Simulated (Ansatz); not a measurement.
A nudged elastic band was laid between two geometries of AlCl2H3S (7 atoms, charge 0, multiplicity 1).

Level of theory: RKS BHLYP-D4/6-31G* in Ansatz.

- movable images: 7
- climbing image: yes
- spring: 5.0 eV/Å²
- optimiser: quadratic models (default)
- start path: through a guess of the saddle point
- force threshold: 0.05 eV/Å
- iteration limit: 60
- end points: relaxed

Initial state:

```xyz
7
Properties=species:S:1:pos:R:3
Al -0.004 -0.070 0.064
Cl -0.482 0.538 2.041
Cl 1.991 0.313 -0.538
H -1.149 -0.093 -0.999
S 0.294 -2.541 0.465
H -0.737 -2.763 1.284
H 1.191 -2.457 1.451
```

Final state:

```xyz
7
Properties=species:S:1:pos:R:3
Al 0.119 -0.640 -0.282
Cl 0.224 0.075 2.342
Cl 1.894 0.310 -0.893
H -1.276 0.018 -0.528
S 0.350 -2.787 0.123
H -0.958 -3.016 0.297
H 0.751 -1.033 2.709
```

(1) What changes between the two ends?

(2) What energy profile does the band end with?

(3) What is the geometry of the highest image?

(4) What are the harmonic wavenumbers there?

The band took 13 iterations and about 7 core-minutes.

Answers

(1) Bonds broken: Al1–Cl2, S5–H7. Bonds formed: Cl2–H7.

(2) The forces met the threshold. The highest image is number 6 of 0 to 8, 29.1 kcal/mol above the first end and 5.1 kcal/mol above the last; the last end lies 24.0 kcal/mol above the first. A vibrational analysis at the climbing image gives one clearly imaginary mode, 709i cm⁻¹: a first-order saddle point. The orbitals stay closed-shell, which can raise the energy where a bond breaks towards radicals; this wasn't checked here.

```tsv
image	path coordinate (Å)	energy (kcal/mol)	Al1–Cl2 (Å)	S5–H7 (Å)	Cl2–H7 (Å)
0	0.00	0.0	2.12	1.34	3.48
1	0.42	0.2	2.12	1.34	3.32
2	0.84	0.6	2.12	1.34	3.18
3	1.26	1.2	2.13	1.34	2.92
4	1.68	4.6	2.15	1.34	2.40
5	2.10	16.0	2.25	1.44	1.90
6	2.52	29.1	2.41	1.84	1.45
7	3.11	25.1	2.65	2.52	1.29
8	3.69	24.0	2.72	3.15	1.28
```

(3) 
```xyz
7
Properties=species:S:1:pos:R:3
Al 0.176 -0.442 -0.110
Cl 0.169 0.011 2.256
Cl 1.950 0.384 -0.865
H -1.239 -0.078 -0.652
S 0.489 -2.615 0.583
H -0.809 -2.943 0.605
H 0.366 -1.391 1.951
```

(4) 709i, 118, 131, 261, 331, 401, 410, 541, 603, 629, 703, 902, 1290, 2074, 2790 cm⁻¹.

Time of the run: 3.7 min on 2 threads of Arm Neoverse V2, on a shared host, peak memory 0.17 GiB.
